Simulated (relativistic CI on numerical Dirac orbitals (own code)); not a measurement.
**Ions with 26 electrons, Fe I to Nb XVI**

These numbers are calculated, not measured: Dirac-Coulomb-Breit CI, orbitals from a KLI potential per configuration, a model potential for QED, valence Slater integrals scaled by 0.9, P86 correlation energy added to each configuration (own radial code, finite nucleus).

CI space (outside the closed core [Ne]): 3s2 3p6 3d8, 3s2 3p6 3d6 4s2, 3s2 3p5 3d9, 3s2 3p4 3d10, 3s 3p6 3d9, 3s2 3p6 3d7 4s, 3s2 3p6 3d7 4p. Levels of other configurations are missing.

Energies above each ion's lowest level, in cm⁻¹. Levels are followed by their leading LS label, which can pass from one level to another where the coupling changes.

```csv
Ion,3s2 3p6 3d8 3F_4,3s2 3p6 3d8 3F_3,3s2 3p6 3d8 3F_2,3s2 3p6 3d8 1D_2,3s2 3p6 3d8 3P_2
Fe I,,,,,
Co II,5419.4,6315.7,6927.8,16267.4,19094.2
Ni III,0.0,1307.2,2180.5,13197.4,17139.8
Cu IV,0.0,1809.1,2986.8,15262.8,19813.7
Zn V,0.0,2415.8,3941.7,17280.3,22477.9
Ga VI,0.0,3141.9,5056.7,19287.5,25221.0
Ge VII,0.0,4002.7,6340.5,21306.2,28101.9
As VIII,0.0,5014.8,7797.7,23356.0,31171.2
Se IX,0.0,6195.9,9427.1,25459.7,34475.9
Br X,0.0,7564.6,11219.3,27646.8,38062.6
Kr XI,0.0,9140.7,13155.5,29955.9,41979.0
Rb XII,0.0,10945.2,15205.6,32435.8,46274.6
Sr XIII,0.0,13000.2,17328.4,,35145.4
Zr XV,0.0,17955.6,21596.5,61985.6,41514.7
Nb XVI,0.0,20905.9,23649.6,68364.8,45297.5
```

In the calculation the lowest level changes from 3s2 3p6 3d6 4s2 5D_4 to 3s2 3p6 3d7 4s 5F_5 at Co II; from 3s2 3p6 3d7 4s 5F_5 to 3s2 3p6 3d8 3F_4 at Ni III.

Between Z = 37 and 41 the energy of 3s2 3p6 3d8 3F_3 follows a local power law Z^6.3. For orientation: electrostatic splittings inside a shell grow about linearly with the screened charge, excitations that change n as its square, and fine structure as its fourth power; written in Z itself the exponents are larger, since the screened charge grows faster in proportion.

For Co II NIST ASD gives another ground level, 3d8 3F4.

The members near neutrality are the least accurate: they can be off by several eV, miss lower levels of configurations outside the list, or start from a wrong lowest level.
